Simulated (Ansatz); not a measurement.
Pb3Se3. The state is a singlet with charge 0. Geometry r2SCAN-D4/def2-SVP; atoms count from 1.

```xyz
6

Pb   -1.0375    1.5036    0.2845
Pb    1.8263   -0.2868    0.0066
Pb   -1.4562   -2.2463   -0.5377
Se    1.5134    2.3340    0.5591
Se   -0.3544   -0.2570   -1.9942
Se   -0.4916   -1.0475    1.6817
```

In the def2 sets Pb takes a core potential; there is no spin–orbit coupling. The structure comes from a short search, and lower isomers may exist.

Estimate the Mulliken populations from the PBE0/def2-TZVP orbitals of Ansatz.


```tsv
atom	charge (e)
Pb1	0.54
Pb2	0.54
Pb3	0.54
Se4	-0.57
Se5	-0.53
Se6	-0.53
```
Mulliken values depend strongly on the basis.

And the Mayer bond orders between heavy atoms (over 0.3)?

Pb1–Se4 0.99 (2.70 Å); Pb1–Se5 0.54 (2.96 Å); Pb1–Se6 0.54 (2.96 Å); Pb2–Se4 0.99 (2.70 Å); Pb2–Se5 0.54 (2.96 Å); Pb2–Se6 0.54 (2.96 Å); Pb3–Se5 1.03 (2.70 Å); Pb3–Se6 1.03 (2.70 Å).
